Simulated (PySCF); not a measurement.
**Nuclear quadrupole coupling in `FC(F)c1ccc([SiH3])o1`**

Compound: C₅H₆F₂OSi.
Z-matrix (Å and degrees, GFN2-xTB geometry), rows numbered from 1:
```
F 
C   1  1.3594
F   2  1.3595  1  105.43
C   2  1.4885  1  111.47  3  -121.14
C   4  1.3669  2  131.39  1    58.58
C   5  1.4099  4  105.63  2  -179.87
C   6  1.3703  5  107.03  4    -0.00
Si  7  1.8778  6  133.37  5   179.98
O   4  1.3480  2  118.14  1  -121.28
H   2  1.1005  1  108.12  3   115.43
H   5  1.0707  4  126.44  2     0.12
H   6  1.0706  5  126.79  4   179.99
H   8  1.4631  7  108.57  6   120.40
H   8  1.4631  7  108.59  6  -119.70
H   8  1.4613  7  106.76  6     0.34
```

Field gradients from the PBE0/pcSseg-1 density (PySCF, non-relativistic), principal values in atomic units, ordered |Vxx| ≤ |Vyy| ≤ |Vzz|:

```
atom      Vxx      Vyy     Vzz
  O9  -0.7126  -0.7229  1.4356
```

**Question.** Find the asymmetry η = (Vxx − Vyy)/Vzz and the couplings χ = eQV/h (234.96 MHz × Q in barn × V in au), with Q(17O) = −0.0256 b.

**Answer.** 
```csv
atom,environment,nucleus,η,χzz (MHz),χxx (MHz),χyy (MHz)
O9,furan-type oxygen,17O,0.01,-8.64,4.29,4.35
```

The gradient is axial or nearly so (η below 0.05) at O9. 

**Question.** What is Vzz at O9 in SI units (1 au = 9.71736 × 10²¹ V/m²)?

**Answer.** 1.4356 au = 13.950 × 10²¹ V/m².

**Question.** And the gradient at the other heavy atoms, for which no coupling is worked out here?

**Answer.** 
| atom | environment | Vzz (au) | η |
| --- | --- | --- | --- |
| F1 | fluorine of a CF2 group | 2.992 | 0.09 |
| C2 | CHF2 carbon | -0.502 | 0.73 |
| F3 | fluorine of a CF2 group | 2.992 | 0.09 |
| C4 | substituted aromatic carbon | 0.300 | 0.76 |
| C5 | aromatic CH carbon | 0.233 | 0.16 |
| C6 | aromatic CH carbon | 0.237 | 0.26 |
| C7 | substituted aromatic carbon | -0.383 | 0.73 |
| Si8 | SiH3 silicon | 0.254 | 0.03 |

Were the hydrogens deuterons (Q(2H) = 0.00286 b), χzz would run from 109 kHz (H14, H13 and H15) to 234 kHz (H12 and H11).

One conformer (not necessarily the lowest) at the GFN2-xTB geometry, without solvent, vibrations or thermal averaging. GFN2-xTB bond lengths can be off by several hundredths of an ångström, more for odd bonds, and the gradients follow them. A larger basis could move these couplings by a tenth or more.

These values come from a run that also computed NMR shieldings. Hardware: one thread of an AMD EPYC 9R45, shared host with 192 logical CPUs at a one-minute load of 64. Cost: 21 s wall (with the writing of density and orbital grids), 0.83 GiB resident at most.
